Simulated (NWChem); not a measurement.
Molecule: CH₂Cl₂O₂Si; SMILES O=C[Si](O)(Cl)Cl

```xyz
8

O      0.3432    -2.6456     0.0000
C      0.9352    -1.5797     0.0000
Si    -0.1688    -0.0045     0.0000
O     -1.7020    -0.5817     0.0000
Cl     0.2139     1.1314     1.6734
Cl     0.2139     1.1314    -1.6734
H      2.0460    -1.5511     0.0000
H     -1.6978    -1.5577     0.0000
```
Atoms are numbered in this order, from 1.

Computed with NWChem. All runs use the structure optimised with B3LYP/6-31G* (spherical d).

Q: Predict the results for MPW1K/def2-SVP. Quantities: highest occupied level (eV); orbital gap (eV); dipole (D).

A: 
```
Item                         Value
---------------------------  -----
highest occupied level (eV)  -9.02
orbital gap (eV)              7.49
dipole (D)                    1.46
```
